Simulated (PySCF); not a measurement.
## SMILES C[Te+](C)C, [C₃H₉Te]+: coupling constants with relativity

Geometry (Å), atoms numbered from 1 in this order:
```xyz
13

C    -0.3343    1.7840    0.3511
Te   -0.1428   -0.1718    1.1722
C     1.7141   -0.6475    0.2439
C    -1.3895   -1.1554   -0.2473
H    -0.1224    1.7443   -0.7251
H     0.3786    2.4387    0.8701
H    -1.3610    2.1267    0.5381
H     1.6454   -0.4278   -0.8292
H     1.9140   -1.7136    0.4167
H     2.4934   -0.0389    0.7222
H    -1.0672   -0.8812   -1.2602
H    -1.2976   -2.2376   -0.0836
H    -2.4246   -0.8370   -0.0634
```

Total charge +1.

Method: indirect couplings at PBE/pcJ-1 (dyall-v2z on Te), isolated molecule, finite nuclei, structure from PBE0-D3(BJ)/def2-SVP; PySCF 2.14 with density-fitted X2C routines.

Non-relativistic values:
```csv
coupling,atoms,J (Hz)
"1J(125Te,13C)",Te2 – C1/C3/C4,147.4
"2J(125Te,1H)",Te2 – H5/H6/H7/H8/H9/H10/H11/H12/H13,-27.8
```

Question: What do scalar relativity and two-component X2C with spin–orbit coupling give?

Answer: 
```json
{"coupling": "1J(125Te,13C)", "atoms": "Te2 – C1/C3/C4", "scalar (Hz)": "228.4", "with spin–orbit (Hz)": "212.4"}
{"coupling": "2J(125Te,1H)", "atoms": "Te2 – H5/H6/H7/H8/H9/H10/H11/H12/H13", "scalar (Hz)": "-47.0", "with spin–orbit (Hz)": "-46.6"}
```

The largest listed coupling, 1J(125Te,13C), ends at 1.44 times its non-relativistic value: scalar relativity adds +80.9 Hz and spin–orbit coupling -15.9 Hz. Equivalent partners are averaged, as under fast rotation. In the static structure 2J(125Te,1H) spreads over 0.4, -72.9, -67.4, 0.5, -71.6, -68.3 Hz.
